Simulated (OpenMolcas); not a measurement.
Dy3+ among 8 point charges of -0.5 e arranged as a cube (Oh).

```yaml
Program: OpenMolcas
Method: CASSCF
Basis: ANO-RCC-VDZP [7s6p4d2f1g]
Scalar_Hamiltonian: DKH2, point nucleus
Active_space: 9 electrons in 7 orbitals (4f)
State_averaging: 2S+1 = 6 odd, 21 roots; 2S+1 = 4 odd, 115 roots kept (CI in the orbitals of an earlier block, 108 in the spin-orbit step); 2S+1 = 2 odd, 82 roots kept (CI in the orbitals of an earlier block, 38 in the spin-orbit step)
Spin-orbit_coupling: RASSI with atomic mean-field integrals over the reference wave functions
```

All point charges move together. At R = 2.42 Å the width of the lowest J multiplet is 77 cm-1, and at R = 2.61 Å it is 53 cm-1.

A third run gives 122 cm-1. What distance was it run at?

With a power law R^-n the two known points give n = -ln(53 / 77) / ln(2.61 / 2.42) = 4.94. Then R = 2.42 × (77 / 122)^(1/4.94) = 2.205 Å. The run was at 2.21 Å, so the estimate is off by -0.005 Å.

High states are left out of the spin-orbit mixing, which shifts the levels that they would mix with. Point charges carry no covalency, so the field is a model and not that of real ligands. A group larger than the point group allows holds several states that coincide in this model. No measured value stands beside these numbers.
